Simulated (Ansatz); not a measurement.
Computed with Ansatz on PBE0-D4/def2-TZVP structures; ΔE is electronic, products minus reactants. CBS: MP2 limit from def2 TZ/QZ plus the TZ coupled-cluster correction, frozen cores. DFT in def2-TZVPP. HSE06 is defined as in plane-wave codes. For Ge outer-core shells are correlated without core-valence functions, which leaves a few kJ/mol of doubt a bond. Scalar relativity is left out up to krypton. One conformer a species, not always the lowest.

`NC1=[CH][GeH2][O]1` → `C[O][GeH2][C]#N`  (isomerisation)

| level | ΔE (kJ/mol) |
| --- | --- |
| PBE-D4 | 1.6 |
| r2SCAN-D4 | -7.0 |
| PBE0 | 1.6 |
| HSE06 | 2.2 |
| MP2/def2-SVP | -58.8 |
| CCSD(T)/def2-SVP | -62.0 |
| HF/def2-QZVPP | -73.7 |
| MP2/def2-QZVPP | -39.3 |

Q: What does CCSD(T)/CBS give? (Best estimate.)

A: Computed: -38.4 kJ/mol. The listed levels differ from it by 40.0, 31.4, 40.0, 40.6, -20.4, -23.6, -35.3, -0.9 kJ/mol.

Largest T1 diagnostic among the species: 0.014.

From r2SCAN to r2SCAN0 (25 % exact exchange), in def2-TZVPP and without D4, ΔE moves by +3.8 kJ/mol. The D4 term adds +4.2 kJ/mol with B3LYP and +2.0 kJ/mol with PBE0; it sums over pairs of atoms, weighted by their polarisabilities, and B3LYP, whose exchange is more repulsive, gets the larger term. At CCSD(T), def2-SVP lies −23.6 kJ/mol from the extrapolated value and def2-TZVPP −12.5 kJ/mol.

CCSD(T)/CBS has its own doubt, a few kJ/mol and more with outer-core shells, so smaller differences from it don't rank the levels.

B3LYP here is the variant with VWN-RPA as its local correlation; programs differ in this.
